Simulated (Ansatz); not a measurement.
Ga2O2H6⁺, that is (H2Ga-mu-OH)2 with one electron fewer. Total charge 1; doublet. Geometry PBE-D4/def2-SVP, that of the neutral singlet; atoms count from 1.

```xyz
10

Ga   -1.266   -0.734    0.476
H    -2.631    0.026    0.263
H    -1.044   -2.156    1.118
O    -0.115   -0.517   -1.105
Ga    1.267    0.732   -0.476
H     2.631   -0.030   -0.261
H     1.047    2.155   -1.118
O     0.115    0.517    1.105
H    -0.209   -0.924   -1.979
H     0.205    0.929    1.977
```

(1) Estimate the Mulliken populations from the PBE0/def2-TZVP orbitals of Ansatz.

(2) Where does the spin sit?

(3) And the Mayer bond orders between heavy atoms (over 0.3)?

## Answers

(1) 
| atom | charge (e) | spin (α − β) |
| --- | --- | --- |
| Ga1 | 0.51 | 0.00 |
| H2 | 0.07 | 0.19 |
| H3 | 0.07 | 0.19 |
| O4 | -0.52 | 0.12 |
| Ga5 | 0.51 | 0.00 |
| H6 | 0.07 | 0.19 |
| H7 | 0.07 | 0.19 |
| O8 | -0.52 | 0.12 |
| H9 | 0.38 | 0.00 |
| H10 | 0.38 | 0.00 |
Mulliken values depend strongly on the basis.

(2) Summed by element: Ga 0.00, H 0.75, O 0.25, of 1 unpaired in all. Largest on single atoms: H6 0.19, H7 0.19, H3 0.19.

(3) Ga1–O4 0.60 (1.97 Å); Ga1–O8 0.60 (1.97 Å); O4–Ga5 0.60 (1.97 Å); Ga5–O8 0.60 (1.97 Å).
